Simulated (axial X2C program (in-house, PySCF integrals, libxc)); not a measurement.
# Low determinants of WCl⁺ at the PBE0 level, with spin–orbit coupling

All values were computed with an in-house all-electron X2C program for linear molecules (integrals from PySCF). Two-component (2c) means X2C with spin–orbit coupling and atomic mean-field two-electron Coulomb and Gaunt terms. Basis: W dyall-cv3z [13s14p9d7f4g], Cl dyall-av3z [9s8p3d2f] (cores contracted in-house); Gaussian nuclei, density fitting, unrestricted open shells. Masses: W 183.951 u, Cl 34.969 u.

Search at 2.158 Å (vertical energies from the lowest determinant):

```json
{"ΔE (eV)": "0.00", "state": "Ω = 1", "electrons beyond evenly filled partner blocks": "ω = -3/2, ω = 5/2", "electrons in ±ω = 1/2, 3/2, 5/2, 7/2": "54 25 9 2"}
{"ΔE (eV)": "0.29", "state": "Ω = 3", "electrons beyond evenly filled partner blocks": "ω = 1/2, ω = 5/2", "electrons in ±ω = 1/2, 3/2, 5/2, 7/2": "53 26 9 2"}
{"ΔE (eV)": "1.01", "state": "Ω = 2", "electrons beyond evenly filled partner blocks": "ω = -1/2, ω = 5/2", "electrons in ±ω = 1/2, 3/2, 5/2, 7/2": "53 26 9 2"}
{"ΔE (eV)": "1.05", "state": "Ω = 2", "electrons beyond evenly filled partner blocks": "2 × ω = 1/2, ω = -3/2, ω = 5/2", "electrons in ±ω = 1/2, 3/2, 5/2, 7/2": "54 25 9 2"}
{"ΔE (eV)": "1.20", "state": "Ω = 4", "electrons beyond evenly filled partner blocks": "ω = 3/2, ω = 5/2", "electrons in ±ω = 1/2, 3/2, 5/2, 7/2": "54 25 9 2"}
{"ΔE (eV)": "1.33", "state": "Ω = 0", "electrons beyond evenly filled partner blocks": "none", "electrons in ±ω = 1/2, 3/2, 5/2, 7/2": "54 26 8 2"}
{"ΔE (eV)": "1.39", "state": "Ω = 0", "electrons beyond evenly filled partner blocks": "ω = -1/2, 2 × ω = 3/2, ω = -5/2", "electrons in ±ω = 1/2, 3/2, 5/2, 7/2": "53 26 9 2"}
```

Lowest determinant, Ω = 1 (⟨Sz⟩ = 1.97, ⟨Lz⟩ = -0.97 at PBE0): Re = 2.150 Å, ωe = 476.7 cm⁻¹.

The determinant in row 2 of the search, Ω = 3 (⟨Sz⟩ = 1.97, ⟨Lz⟩ = 1.03 at PBE0), was followed along the bond at PBE0; measured from the minimum of the lowest determinant it gives:

Te = 0.291 eV (2344 cm⁻¹), Re = 2.150 Å, ωe = 475.7 cm⁻¹.

Question: Compare the bond of the determinant in row 2 with that of the lowest one.

Answer: At PBE0 its Re is the same within 0.001 Å and its force constant, which goes as ωe², is 1.00 times that of the lowest determinant. T0 ≈ Te + Δωe/2 = 2344 + (0) = 2344 cm⁻¹.

The search compares states at one distance, so a state with another bond length can lie lower; it is not exhaustive and yields mostly the lowest determinant of each block pattern, so other components and higher states of one pattern are missing. These are energies of single determinants, not of spin-adapted states; PBE0 term energies can be off by some tenths of an eV, and the functional has no current term. Open-shell Ω = 0 determinants with evenly filled partner blocks cannot be reached by this program, so the Ω shown need not be the lowest component.
